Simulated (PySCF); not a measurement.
# Heteronuclear NMR

Atoms are numbered as in `[CH3:1]/[N:2]=[CH:3]/[C:4]1=[CH:5][SiH2:6][C@H:7]2[CH2:8][C@@H:9]1[CH2:10]2` (H(Xn): hydrogen on atom n). Ha(C8), Ha(C10) are cis to C4 on the ring; Hb(C8), Hb(C10) are trans to C4 on the ring.

PySCF 2.14.0 with density-fitted response routines calculation with GFN2-xTB structure and PBE0/pcSseg-1 with gauge-including orbitals; non-relativistic Hamiltonian, no solvent, rapidly exchanging positions averaged, a single conformation.

Q: What are the 29Si shifts?

A: 
```csv
atoms,environment,σ (ppm),δ (ppm)
Si6,"silicon bonded to 2 C, 2 H, in a 6-membered ring",393.9,-43.8
```

Shieldings were converted by a linear fit to measured shifts: 29Si: δ = 279.94 − 0.822σ (rms 8.9 ppm, 72 shifts, 25.8 ppm with the 6 outliers that the fit left out vs TMS, solution or neat liquid). A few per cent of atoms miss by over 2 rms, more outside the fitted compound classes.

On a 400 MHz spectrometer 29Si resonates near 79.5 MHz, so 1 ppm is 79.5 Hz.

Q: What are the 15N shifts?

A: 
```json
{"atoms": "N2", "environment": "imine nitrogen", "σ (ppm)": "-122.6", "δ (ppm)": "-35.1"}
```

Shieldings were converted by a linear fit to measured shifts: 15N (scatter 6.3 ppm rms vs CH3NO2, solution or neat liquid). A few per cent of atoms miss by over 2 rms, more outside the fitted compound classes.

On a 400 MHz spectrometer 15N resonates near 40.5 MHz, so 1 ppm is 40.5 Hz.
